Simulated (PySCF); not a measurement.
C7H8NP.
Numbering: `[CH3:1]/[CH:2]=[P:3]\[c:4]1[cH:5][cH:6][cH:7][cH:8][n:9]1` (hydrogens: H10, H11, H12 on C1; H13 on C2; H14 on C5; H15 on C6; H16 on C7; H17 on C8)

Structure used (GFN2-xTB), in Å, numbered top down from 1:
```xyz
17
C7H8NP angstrom
C     -2.547   -0.487    0.572
C     -2.532    0.669   -0.361
P     -1.275    1.487   -1.106
C      0.238    0.649   -0.494
C      1.291    0.404   -1.376
C      2.449   -0.168   -0.883
C      2.524   -0.465    0.470
C      1.428   -0.170    1.266
N      0.318    0.375    0.802
H     -3.220   -1.260    0.199
H     -2.925   -0.164    1.543
H     -1.555   -0.903    0.720
H     -3.516    1.042   -0.628
H      1.185    0.658   -2.420
H      3.283   -0.373   -1.540
H      3.412   -0.907    0.896
H      1.434   -0.377    2.329
```

The calculation used PySCF, TDDFT B3LYP/def2-SVPD, vertical, gas phase, core orbitals frozen in the response.

Ground-to-excited transition dipoles (e·a0, same axes as the geometry; the sign carries no meaning), for the states with f of 0.002 or more among the lowest 7:

```csv
state,E (hartree),μx,μy,μz
S1,0.1431,0.113,-0.068,0.173
S2,0.1616,1.210,0.004,0.058
S3,0.1666,-0.418,0.073,0.091
S4,0.1747,0.089,0.083,0.086
S5,0.1778,0.570,0.181,-0.355
S6,0.1879,-0.497,0.063,0.148
S7,0.1956,-0.159,-0.218,0.104
```

Q: What oscillator strength does each state have?

A: f = (2/3) ΔE |μ|² with ΔE in hartree (27.2114 eV).

```json
{"state": "S1", "|μ|² (au)": "0.047", "|μ| (D)": "0.55", "f": "0.005"}
{"state": "S2", "|μ|² (au)": "1.468", "|μ| (D)": "3.08", "f": "0.158"}
{"state": "S3", "|μ|² (au)": "0.188", "|μ| (D)": "1.10", "f": "0.021"}
{"state": "S4", "|μ|² (au)": "0.022", "|μ| (D)": "0.38", "f": "0.003"}
{"state": "S5", "|μ|² (au)": "0.483", "|μ| (D)": "1.77", "f": "0.057"}
{"state": "S6", "|μ|² (au)": "0.273", "|μ| (D)": "1.33", "f": "0.034"}
{"state": "S7", "|μ|² (au)": "0.084", "|μ| (D)": "0.74", "f": "0.011"}
```

Q: What angle do the transition dipoles of S2 and S3 make?

A: |cos θ| = |μa·μb| / (|μa| |μb|) = 0.95, so θ ≈ 18° (taken between 0 and 90°, since the signs are arbitrary).

Q: How is the summed strength of these states shared among x, y and z?

A: (2/3) Σ ΔE μα² gives 0.252 for x, 0.012 for y and 0.024 for z, 0.288 in all.

Q: What peak molar absorption coefficient would the strongest computed level give as a lone Gaussian band 0.5 eV wide at half height?

A: ε(max) = 2.175×10⁸ f / FWHM, with the width in cm⁻¹. S2: 2.175×10⁸ × 0.1581 / 4033 ≈ 8500 L mol⁻¹ cm⁻¹.

One conformer stands for the species.
